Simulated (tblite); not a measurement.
A geometry optimisation, step by step.

C4H12FPSi2.
Numbering: `[F:1][Si@@H:2]([PH2:3])[SiH2:4][CH:5]1[CH2:6][CH2:7][CH2:8]1` (hydrogens: H9 on Si2; H10, H11 on P3; H12, H13 on Si4; H14 on C5; H15, H16 on C6; H17, H18 on C7; H19, H20 on C8)

Computed with GFN2-xTB (tblite), gas phase: L-BFGS steps from a force-field or distance-geometry start until the largest atomic force falls under 0.01 eV/Å. 10 of its 91 geometries are shown.

Step 0: E = -690.4228 eV, largest atomic force 2.777 eV/Å
```
atom  x, y, z in Å  |  force x, y, z in eV/Å
F1      2.682    2.310   -0.001   -0.445  -1.373  -0.644
Si2     2.100    0.872   -0.682    2.607   0.817   0.498
P3      2.326   -0.767    0.777   -0.991  -0.839   1.207
Si4     0.044    1.204   -1.410   -1.093   1.258  -0.956
C5     -1.263    0.308   -0.456    0.050   0.837  -0.706
C6     -1.171   -1.185   -0.363   -1.394  -1.511   0.285
C7     -1.770   -1.026    1.028    0.314  -0.322   1.289
C8     -1.112    0.350    1.052   -1.020   0.574   0.821
H9      2.953    0.625   -1.863    0.166   0.197   0.273
H10     2.944   -1.938    0.243    0.415   1.203   0.469
H11     2.958   -0.322    1.990    0.285  -0.515  -1.343
H12    -0.246    2.644   -1.277   -0.072   0.023  -0.079
H13    -0.041    0.921   -2.844   -0.031  -0.090  -0.118
H14    -2.303    0.602   -0.718    0.617  -0.125   0.031
H15    -0.160   -1.608   -0.248   -0.457   0.192  -0.570
H16    -1.882   -1.753   -0.970    0.795  -0.189  -0.557
H17    -1.394   -1.742    1.780   -0.637   0.215  -0.119
H18    -2.867   -0.888    1.017    0.562  -0.567   0.129
H19    -1.720    1.152    1.513    0.740  -0.267   0.248
H20    -0.084    0.251    1.429   -0.410   0.484  -0.158
```

Step 10: E = -691.6653 eV, largest atomic force 0.272 eV/Å
```
atom  x, y, z in Å  |  force x, y, z in eV/Å
F1      2.737    2.145   -0.023    0.094   0.113   0.197
Si2     2.149    0.790   -0.684   -0.039  -0.197   0.047
P3      2.120   -0.855    0.892    0.107  -0.036  -0.038
Si4     0.031    1.277   -1.448    0.137  -0.082   0.032
C5     -1.268    0.329   -0.460   -0.014  -0.145  -0.006
C6     -1.238   -1.213   -0.347   -0.141   0.016   0.069
C7     -1.781   -1.049    1.081    0.077   0.047   0.093
C8     -1.183    0.361    1.079   -0.075   0.097  -0.069
H9      3.129    0.636   -1.754    0.171  -0.157   0.033
H10     3.058   -1.671    0.300    0.024  -0.082  -0.204
H11     3.085   -0.363    1.741    0.067   0.262   0.028
H12    -0.285    2.695   -1.324   -0.039   0.197  -0.009
H13    -0.068    0.931   -2.863   -0.065  -0.036  -0.170
H14    -2.268    0.640   -0.778    0.005  -0.055   0.071
H15    -0.217   -1.617   -0.343   -0.219   0.141   0.007
H16    -1.842   -1.786   -1.047   -0.038   0.037  -0.054
H17    -1.439   -1.735    1.847    0.173  -0.122   0.038
H18    -2.874   -1.020    1.112    0.132   0.001  -0.108
H19    -1.710    1.156    1.597   -0.178   0.047   0.053
H20    -0.142    0.359    1.421   -0.180  -0.048  -0.010
```

Step 20: E = -691.7642 eV, largest atomic force 0.132 eV/Å
```
atom  x, y, z in Å  |  force x, y, z in eV/Å
F1      2.766    2.071    0.070   -0.048  -0.025  -0.049
Si2     2.172    0.753   -0.679   -0.126   0.024   0.025
P3      2.189   -0.876    0.895    0.030   0.031  -0.030
Si4     0.036    1.271   -1.456    0.041  -0.073   0.076
C5     -1.298    0.346   -0.457    0.017  -0.054  -0.061
C6     -1.277   -1.194   -0.352   -0.021   0.030  -0.019
C7     -1.776   -1.055    1.090    0.042  -0.016   0.019
C8     -1.245    0.380    1.084   -0.016   0.071  -0.057
H9      3.255    0.519   -1.638   -0.016   0.032  -0.023
H10     3.117   -1.644    0.214    0.020  -0.018   0.055
H11     3.160   -0.235    1.642    0.057  -0.060  -0.002
H12    -0.274    2.702   -1.351    0.046   0.029   0.017
H13    -0.106    0.927   -2.879    0.018  -0.036   0.026
H14    -2.296    0.653   -0.786    0.058   0.028   0.012
H15    -0.261   -1.596   -0.377   -0.065   0.029  -0.026
H16    -1.901   -1.754   -1.047   -0.011   0.020  -0.029
H17    -1.356   -1.730    1.827    0.080  -0.083   0.065
H18    -2.864   -1.089    1.154    0.025   0.009  -0.021
H19    -1.827    1.143    1.591   -0.109   0.054   0.020
H20    -0.218    0.419    1.453   -0.022   0.008   0.003
```

Step 30: E = -691.7950 eV, largest atomic force 0.125 eV/Å
```
atom  x, y, z in Å  |  force x, y, z in eV/Å
F1      2.700    2.066    0.075    0.007  -0.052  -0.023
Si2     2.162    0.714   -0.656   -0.021   0.043   0.018
P3      2.274   -0.897    0.929    0.026   0.013   0.014
Si4     0.042    1.247   -1.429    0.089   0.016  -0.029
C5     -1.330    0.367   -0.455    0.051   0.016  -0.113
C6     -1.310   -1.173   -0.370   -0.004   0.029  -0.045
C7     -1.743   -1.065    1.095   -0.007   0.020  -0.015
C8     -1.310    0.404    1.085   -0.003   0.086  -0.078
H9      3.242    0.517   -1.629   -0.011   0.032  -0.014
H10     3.172   -1.680    0.225   -0.041  -0.015  -0.006
H11     3.294   -0.245    1.595    0.021  -0.026   0.048
H12    -0.180    2.699   -1.334   -0.015  -0.057  -0.032
H13    -0.089    0.860   -2.844   -0.003   0.037   0.039
H14    -2.303    0.707   -0.821   -0.011  -0.069   0.050
H15    -0.303   -1.586   -0.461   -0.021   0.024  -0.013
H16    -1.973   -1.703   -1.050   -0.016  -0.036   0.005
H17    -1.240   -1.721    1.800    0.018  -0.009   0.029
H18    -2.821   -1.162    1.208   -0.030  -0.070   0.041
H19    -1.982    1.124    1.544   -0.024   0.013   0.118
H20    -0.307    0.537    1.490   -0.007   0.004   0.007
```

Step 40: E = -691.8044 eV, largest atomic force 0.064 eV/Å
```
atom  x, y, z in Å  |  force x, y, z in eV/Å
F1      2.700    2.058    0.087    0.019   0.010   0.012
Si2     2.167    0.703   -0.637    0.005   0.009  -0.013
P3      2.313   -0.893    0.960   -0.033  -0.007   0.015
Si4     0.050    1.233   -1.422    0.020   0.048  -0.038
C5     -1.351    0.379   -0.464    0.009   0.019  -0.028
C6     -1.327   -1.160   -0.382    0.006  -0.006  -0.001
C7     -1.727   -1.063    1.094    0.017   0.001   0.011
C8     -1.347    0.422    1.079    0.014   0.001  -0.024
H9      3.229    0.535   -1.637   -0.027   0.002   0.029
H10     3.161   -1.705    0.227   -0.027  -0.013  -0.008
H11     3.371   -0.278    1.603    0.013  -0.003  -0.012
H12    -0.155    2.686   -1.353   -0.020  -0.009   0.001
H13    -0.077    0.854   -2.839    0.007  -0.006   0.033
H14    -2.320    0.710   -0.841   -0.022   0.016   0.000
H15    -0.326   -1.573   -0.506    0.026  -0.009   0.011
H16    -2.007   -1.690   -1.046   -0.021  -0.008   0.009
H17    -1.171   -1.693    1.785    0.013  -0.023   0.019
H18    -2.794   -1.220    1.245    0.000  -0.001   0.019
H19    -2.042    1.115    1.552   -0.013  -0.016  -0.033
H20    -0.352    0.591    1.492    0.015  -0.005  -0.003
```

Step 50: E = -691.8119 eV, largest atomic force 0.076 eV/Å
```
atom  x, y, z in Å  |  force x, y, z in eV/Å
F1      2.741    2.060    0.130   -0.039   0.021   0.005
Si2     2.158    0.725   -0.592    0.029  -0.027  -0.046
P3      2.310   -0.876    1.003   -0.068   0.006   0.001
Si4     0.048    1.247   -1.418    0.042   0.001  -0.020
C5     -1.362    0.380   -0.482   -0.016   0.022   0.007
C6     -1.336   -1.159   -0.392    0.025  -0.020   0.009
C7     -1.685   -1.066    1.098    0.017   0.016   0.023
C8     -1.363    0.434    1.059    0.007   0.008   0.012
H9      3.201    0.543   -1.611   -0.028  -0.003   0.041
H10     3.053   -1.744    0.222   -0.037  -0.012  -0.028
H11     3.448   -0.336    1.571    0.020   0.020  -0.008
H12    -0.184    2.699   -1.381   -0.003  -0.045   0.016
H13    -0.043    0.838   -2.829    0.012   0.008   0.027
H14    -2.327    0.717   -0.863   -0.049  -0.002  -0.042
H15    -0.338   -1.567   -0.549    0.049  -0.057  -0.011
H16    -2.039   -1.697   -1.024   -0.007   0.015  -0.023
H17    -1.078   -1.669    1.769    0.046   0.014  -0.004
H18    -2.735   -1.269    1.305   -0.013   0.024  -0.037
H19    -2.096    1.099    1.510    0.021   0.005   0.032
H20    -0.378    0.653    1.472   -0.005   0.005   0.046
```

Step 60: E = -691.8282 eV, largest atomic force 0.120 eV/Å
```
atom  x, y, z in Å  |  force x, y, z in eV/Å
F1      2.732    2.090    0.204   -0.043   0.001  -0.022
Si2     2.135    0.763   -0.520    0.021  -0.021  -0.058
P3      2.244   -0.821    1.085    0.091  -0.033  -0.071
Si4     0.051    1.254   -1.414    0.106   0.023  -0.033
C5     -1.361    0.377   -0.507   -0.019   0.001   0.007
C6     -1.307   -1.159   -0.403    0.001  -0.052   0.041
C7     -1.578   -1.056    1.103   -0.050  -0.005   0.053
C8     -1.369    0.463    1.033   -0.002  -0.040   0.018
H9      3.171    0.547   -1.543    0.001   0.028   0.071
H10     2.701   -1.799    0.209   -0.072   0.043   0.074
H11     3.537   -0.474    1.450   -0.050  -0.030  -0.008
H12    -0.251    2.689   -1.399    0.035   0.045  -0.009
H13     0.047    0.815   -2.817   -0.041   0.010  -0.033
H14    -2.323    0.684   -0.917   -0.052   0.052   0.012
H15    -0.330   -1.588   -0.627    0.056   0.025   0.002
H16    -2.057   -1.687   -0.988   -0.002  -0.043   0.007
H17    -0.890   -1.598    1.749    0.058   0.019  -0.032
H18    -2.594   -1.337    1.372   -0.037   0.018  -0.003
H19    -2.154    1.079    1.473    0.045  -0.042  -0.020
H20    -0.408    0.769    1.452   -0.046   0.001   0.004
```

Step 70: E = -691.8512 eV, largest atomic force 0.086 eV/Å
```
atom  x, y, z in Å  |  force x, y, z in eV/Å
F1      2.614    2.145    0.240    0.017  -0.023  -0.020
Si2     2.122    0.786   -0.503   -0.003   0.017   0.046
P3      2.177   -0.749    1.147    0.008  -0.060  -0.061
Si4     0.055    1.258   -1.448    0.056  -0.009   0.054
C5     -1.353    0.370   -0.527   -0.010  -0.004   0.007
C6     -1.260   -1.165   -0.402    0.005   0.009   0.041
C7     -1.476   -1.051    1.113   -0.004   0.000   0.044
C8     -1.361    0.475    1.014    0.001  -0.003   0.018
H9      3.231    0.586   -1.444    0.001   0.025   0.017
H10     2.253   -1.824    0.272   -0.015   0.051   0.058
H11     3.552   -0.699    1.291    0.010  -0.003  -0.002
H12    -0.238    2.695   -1.417    0.011   0.018  -0.022
H13     0.078    0.834   -2.854   -0.074  -0.008  -0.019
H14    -2.317    0.675   -0.936   -0.036  -0.047  -0.020
H15    -0.277   -1.566   -0.659   -0.031  -0.005  -0.011
H16    -2.019   -1.732   -0.940    0.044   0.038  -0.013
H17    -0.713   -1.523    1.733   -0.034  -0.026  -0.053
H18    -2.459   -1.394    1.436    0.037   0.011  -0.002
H19    -2.187    1.040    1.446    0.036  -0.006  -0.040
H20    -0.426    0.849    1.437   -0.023   0.024  -0.021
```

Step 80: E = -691.8562 eV, largest atomic force 0.025 eV/Å
```
atom  x, y, z in Å  |  force x, y, z in eV/Å
F1      2.607    2.153    0.251    0.006   0.000   0.017
Si2     2.122    0.790   -0.488   -0.006  -0.005   0.004
P3      2.177   -0.745    1.162    0.019   0.000  -0.008
Si4     0.058    1.257   -1.446   -0.004   0.003  -0.017
C5     -1.354    0.369   -0.531    0.001   0.008   0.000
C6     -1.251   -1.165   -0.402    0.001   0.010   0.002
C7     -1.454   -1.048    1.115   -0.001  -0.001  -0.005
C8     -1.364    0.480    1.009    0.005  -0.001   0.010
H9      3.243    0.607   -1.417   -0.005  -0.002  -0.009
H10     2.176   -1.826    0.297   -0.008   0.012   0.003
H11     3.559   -0.751    1.252   -0.003  -0.002   0.004
H12    -0.217    2.699   -1.431   -0.001  -0.003   0.006
H13     0.039    0.831   -2.853   -0.006  -0.012   0.008
H14    -2.321    0.657   -0.946    0.002   0.006  -0.009
H15    -0.271   -1.563   -0.669   -0.023  -0.009  -0.006
H16    -2.012   -1.728   -0.939    0.022  -0.007   0.008
H17    -0.676   -1.516    1.718   -0.010   0.019   0.002
H18    -2.425   -1.404    1.455    0.012  -0.003  -0.014
H19    -2.201    1.032    1.432   -0.009  -0.004   0.002
H20    -0.441    0.882    1.429    0.009  -0.007   0.003
```

Step 90: E = -691.8568 eV, largest atomic force 0.010 eV/Å
```
atom  x, y, z in Å  |  force x, y, z in eV/Å
F1      2.604    2.151    0.267    0.003   0.003  -0.001
Si2     2.120    0.792   -0.480    0.004  -0.003   0.004
P3      2.186   -0.740    1.170    0.002  -0.005  -0.005
Si4     0.059    1.256   -1.446    0.000   0.000  -0.002
C5     -1.355    0.371   -0.533    0.000   0.003  -0.001
C6     -1.248   -1.162   -0.404   -0.005   0.003  -0.001
C7     -1.442   -1.046    1.113   -0.001   0.000   0.000
C8     -1.369    0.483    1.006    0.000   0.001   0.002
H9      3.237    0.612   -1.414   -0.002   0.003  -0.001
H10     2.145   -1.821    0.306   -0.001   0.004   0.006
H11     3.568   -0.774    1.235   -0.005   0.001  -0.006
H12    -0.213    2.699   -1.434   -0.003  -0.004  -0.005
H13     0.033    0.817   -2.850    0.008   0.002   0.005
H14    -2.320    0.660   -0.954   -0.001  -0.004   0.000
H15    -0.273   -1.564   -0.682   -0.003   0.003   0.004
H16    -2.013   -1.728   -0.933    0.000   0.001   0.000
H17    -0.656   -1.502    1.714    0.005   0.000  -0.003
H18    -2.406   -1.415    1.459   -0.005   0.002   0.000
H19    -2.213    1.026    1.427   -0.006  -0.006   0.000
H20    -0.451    0.894    1.429    0.007  -0.002   0.002
```

Q: Summarise the path.

A: The energy falls by 138.36 kJ/mol from step 0 to step 90; nine tenths of that is first reached at step 13. It falls at every step. The largest force goes from 2.777 to 0.010 eV/Å. Among the bonds Si2–Si4 changes most, from 2.206 to 2.323 Å; the atoms move by 0.503 Å rms after alignment.

Q: Follow the three bonds and two angles with the largest change from start to end.

A: 
```
step  E above end (kJ/mol)  largest force (eV/Å)  Si2–Si4 (Å)  F1–Si2 (Å)  P3–H11 (Å)  H10–P3–H11 (°)  Si2–P3–H10 (°)
   0                138.36                 2.777        2.206       1.695       1.438           112.3           114.0
   4                 38.21                 1.161        2.357       1.615       1.385            96.2           101.5
   8                 22.17                 0.382        2.293       1.629       1.380            90.6            98.5
  12                 14.74                 0.340        2.312       1.624       1.381            91.0            95.2
  16                 10.60                 0.188        2.317       1.625       1.384            93.6            93.3
  20                  8.94                 0.132        2.331       1.628       1.382            93.0            93.6
  23                  8.22                 0.119        2.320       1.626       1.381            92.3            94.7
  27                  7.03                 0.128        2.313       1.625       1.381            91.4            95.2
  31                  5.76                 0.095        2.318       1.628       1.382            92.1            94.5
  35                  5.40                 0.073        2.314       1.626       1.384            92.4            94.4
  39                  5.11                 0.054        2.318       1.626       1.384            92.3            94.5
  43                  4.93                 0.048        2.322       1.626       1.384            92.0            94.6
  47                  4.63                 0.060        2.324       1.626       1.385            91.9            94.8
  51                  4.21                 0.085        2.325       1.626       1.382            92.1            94.6
  55                  3.67                 0.074        2.319       1.626       1.387            92.4            94.3
  59                  3.03                 0.105        2.322       1.625       1.382            92.2            93.9
  63                  2.24                 0.116        2.315       1.625       1.385            92.5            93.3
  67                  1.19                 0.115        2.318       1.622       1.384            92.4            93.9
  70                  0.54                 0.086        2.321       1.625       1.384            92.2            93.9
  74                  0.24                 0.052        2.320       1.623       1.385            92.6            94.1
  78                  0.10                 0.034        2.322       1.624       1.385            92.3            94.3
  82                  0.04                 0.020        2.323       1.624       1.384            92.1            94.3
  86                  0.01                 0.013        2.323       1.624       1.384            92.3            94.3
  90                  0.00                 0.010        2.323       1.624       1.384            92.3            94.2
```

What follows is the cost of the whole relaxation. On an Arm Neoverse N1 with one thread, no GPU, shared host with 64 logical CPUs at a one-minute load of 55, this took 1.6 s.
